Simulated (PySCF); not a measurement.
C₆H₄N₂OSe, SMILES c1c[se]c(-c2nnco2)c1. Atoms are numbered in the order given.

```xyz
14

C      1.6307     2.1832     0.0000
C      0.3505     2.6740     0.0000
Se    -0.9266     1.3126     0.0000
C      0.5170     0.1029     0.0000
C      0.3272    -1.3259     0.0000
N      1.2265    -2.2692     0.0000
N      0.5387    -3.4710     0.0000
C     -0.7175    -3.1752     0.0000
O     -0.9380    -1.8362     0.0000
C      1.7267     0.7609     0.0000
H      2.5075     2.8335     0.0000
H      0.0438     3.7192     0.0000
H     -1.5770    -3.8409     0.0000
H      2.6697     0.2122     0.0000
```

Geometry: B3LYP-D3(BJ)/def2-SVP. The structure was generated by enumeration, and PubChem lists no compound with its InChIKey, so it may never have been made. The values are those of a single conformer.

Method: TDA-PBE/def2-SVPD (PySCF).

Vertical excitations.  State labels are in the subgroup Cs.

```
state  symmetry  energy (eV)  λ (nm)      f                          main pairs
-----  --------  -----------  ------  -----  ----------------------------------
S1           A"         3.83     324  0.001                    HOMO−1→LUMO 99 %
S2           A'         4.33     286  0.278    HOMO−2→LUMO 45 %, HOMO→LUMO 44 %
S3           A'         4.55     273  0.307    HOMO→LUMO 46 %, HOMO−2→LUMO 38 %
S4           A"         4.68     265  0.000                   HOMO→LUMO+1 100 %
S5           A'         5.07     245  0.009  HOMO→LUMO+2 65 %, HOMO−3→LUMO 26 %
S6           A'         5.10     243  0.002                  HOMO−1→LUMO+1 98 %
T1           A'         2.81     441      0                      HOMO→LUMO 97 %
T2           A'         3.47     357      0                    HOMO−2→LUMO 98 %
```
Triplets are in the Tamm–Dancoff approximation.
